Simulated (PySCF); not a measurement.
Al(F)(Cl)(Et) (C2H5AlClF), SMILES [CH2]([Al]([F])[Cl])C. Atoms are numbered in the order given.

```xyz
10

Al     0.2111     0.1347     0.0000
F      1.8666    -0.0419     0.0000
Cl    -0.5054     2.1104     0.0000
C     -0.9642    -1.4129     0.0000
C     -0.2723    -2.7848     0.0000
H     -1.6342    -1.3094     0.8739
H     -1.6342    -1.3094    -0.8739
H      0.3707    -2.9179    -0.8847
H      0.3707    -2.9179     0.8847
H     -1.0047    -3.6092     0.0000
```

Geometry optimised at B3LYP-D3(BJ)/def2-SVP. The structure was generated by enumeration; whether it is a known compound was not checked. One conformer was computed; it need not be the lowest.

Method: CAM-B3LYP/def2-TZVP run with PySCF.

Computed frontier levels, gap, dipole moment and polarisability:
The highest occupied level is -9.80 eV. The lowest empty level is 0.28 eV and the orbital gap is 10.08 eV. The dipole moment is 2.32 D and the quadrupole, principal values (traceless, Buckingham form, about the centre of nuclear charge) is -6.24, -1.44, 7.69 D·Å. The mean static polarisability is 57.9 bohr³ (8.58 Å³) and the polarisability, principal values is 47.6, 53.3, 72.7 bohr³.
